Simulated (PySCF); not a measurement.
**How methods differ on the excitation energy of Ge**

Ge [Ar] 3d10 4s2 4p2 (3P) → Ge [Ar] 3d10 4s1 4p2 5s1 (5P), as a difference of total energies. All numbers are calculated (PySCF 2.14, scalar relativity through the core potential, in aug-cc-pwCVDZ-PP with ECP10MDF). Correlated levels: valence: 3s2 3p6 3d10 frozen; valence and next inner shell: nothing frozen outside the core potential. The calculations carry no spin-orbit coupling.

```csv
method,excitation energy (eV)
UHF,9.303
LDA,11.555
PBE,11.269
PBE0,11.011
r2SCAN,11.040
BHandHLYP,11.250
r2SCAN0,10.865
TPSS,11.113
HSE06,11.047
MP2 (valence),10.153
SCS-MP2 (valence),10.446
MP2 (valence and next inner shell),10.666
SCS-MP2 (valence and next inner shell),10.856
```

Task: How much does correlation contribute at MP2 (valence and next inner shell)?

Result: 10.666 − (9.303) = 1.363 eV, measured against UHF.

The upper state lies above the first ionisation limit, but in LS coupling its spin forbids autoionisation to the ground ion. A Rydberg-like electron needs more diffuse functions than a valence basis has.

The promoted electron is Rydberg-like, and one or two diffuse shells describe it only roughly, which tends to raise the upper state.
